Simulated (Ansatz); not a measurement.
Reactions of C₂H₅Cl₂In (`C[CH2][In]([Cl])[Cl]`).

Isolated molecules relaxed with PBE0-D4/def2-TZVP in Ansatz; ΔE leaves out vibrations. CCSD(T)/CBS adds triple-zeta CCSD(T) − MP2 to the extrapolated MP2 energy (def2 sets, frozen cores). This one scheme is used for every species, atoms too. Open shells (•) are unrestricted, without spin–orbit coupling. Spin–orbit coupling would lower the free atoms: a little for C, Cl; strongly for In. def2 core potentials past Kr. For Br, In outer-core shells are correlated without core-valence functions, so the limit isn't a true one: a few kJ/mol of doubt a bond, and 10 to 20 or more in all where bonds break to atoms. Scalar relativity is left out up to krypton. Each species was taken in one conformer, which may not be the lowest.

Order these by ΔE at CCSD(T)/CBS, lowest first. (Best estimate.)
A. `C[CH2][In]([Cl])[Cl]` + `CNC` → `C[N](C)[In]([Cl])[Cl]` + `CC`
B. `C[CH2][In]([Cl])[Cl]` + `BN[SiH3]` → `BN([SiH3])CC` + `[Cl][InH][Cl]`
C. `C[CH2][In]([Cl])[Cl]` → `[Cl][InH][Cl]` + `C=C`
D. `C[CH2][In]([Cl])[Cl]` → 2 C• + 2 Cl• + 5 H• + In•
E. `C[CH2][In]([Cl])[Cl]` + H₂ → `[CH3][In]([Cl])[Cl]` + CH₄
F. `C[CH2][In]([Cl])[Cl]` + `O[SiH3]` → `[SiH3][O][In]([Cl])[Cl]` + `CC`
G. `C[CH2][In]([Cl])[Cl]` → `[CH3][In]([Cl])[Cl]` + `[CH2]` (triplet)
H. `C[CH2][In]([Cl])[Cl]` + `N=CBr` → `C/N=C\Br` + `[CH3][In]([Cl])[Cl]`

E (-77.5 kJ/mol), F (-45.6 kJ/mol), A (-23.7 kJ/mol), H (-7.8 kJ/mol), B (+54.9 kJ/mol), C (+135.7 kJ/mol), G (+425.7 kJ/mol), D (+3425.7 kJ/mol).

Largest T1 diagnostic: 0.015, for In•.
